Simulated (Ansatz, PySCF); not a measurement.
This Ansatz (a quantum-chemistry and plane-wave program) input computes a r2SCAN/def2-TZVPD energy:

Ansatz 0.2 input:
```yaml
crystal:
  periodic: [false, false, false]
  atoms:
    - {symbol: C, position_ang: [1.96980224, -0.23372277, 0.06472210]}
    - {symbol: Ge, position_ang: [0.08641365, 0.12558547, 0.11976467]}
    - {symbol: O, position_ang: [-0.71379875, -1.26554231, -1.11623415]}
    - {symbol: O, position_ang: [-0.45799524, 1.52810602, -0.74710800]}
    - {symbol: O, position_ang: [-0.98626021, -0.30509347, 1.42782877]}
    - {symbol: H, position_ang: [2.32813127, -0.02882381, -0.94318601]}
    - {symbol: H, position_ang: [2.47155159, 0.42927592, 0.76894854]}
    - {symbol: H, position_ang: [2.15360493, -1.27268786, 0.33068137]}
    - {symbol: H, position_ang: [-1.42306238, -1.80249233, -0.72427934]}
    - {symbol: H, position_ang: [-1.27571292, 1.93947044, -0.43553513]}
    - {symbol: H, position_ang: [-0.59651159, -0.55526528, 2.27506857]}
    - {symbol: H, position_ang: [-0.97761757, -0.98563725, -2.00839327]}
basis:
  gaussian:
    orbitals: def2-TZVPD
hamiltonian:
  xc: {name: r2SCAN}
total_charge: 1
output: {forces: true}
```

Question: Write an input for the same energy in PySCF and say what it gives.

Answer: 
```python
from pyscf import gto, scf, dft

mol = gto.M(
    atom='''
    C     1.96980224   -0.23372277    0.06472210
    Ge    0.08641365    0.12558547    0.11976467
    O    -0.71379875   -1.26554231   -1.11623415
    O    -0.45799524    1.52810602   -0.74710800
    O    -0.98626021   -0.30509347    1.42782877
    H     2.32813127   -0.02882381   -0.94318601
    H     2.47155159    0.42927592    0.76894854
    H     2.15360493   -1.27268786    0.33068137
    H    -1.42306238   -1.80249233   -0.72427934
    H    -1.27571292    1.93947044   -0.43553513
    H    -0.59651159   -0.55526528    2.27506857
    H    -0.97761757   -0.98563725   -2.00839327
    ''',
    basis='def2-tzvpd',
    charge=1,
    spin=0,
    verbose=4,
)

mf = dft.RKS(mol, xc='r2scan').density_fit(auxbasis='def2-universal-jkfit')
mf.grids.level = 4
mf.conv_tol = 1e-9
mf.max_cycle = 100
mf.max_memory = 1500
mf.kernel()
if not mf.converged:
    mf = mf.newton()
    mf.kernel(mf.make_rdm1())
mf.analyze()
```
It gives -2344.79811 Eh, and Ansatz -2344.79793 Eh, a difference of 0.18 mEh, from the treatment of integrals and grids.

It need not be the lowest isomer of its formula.
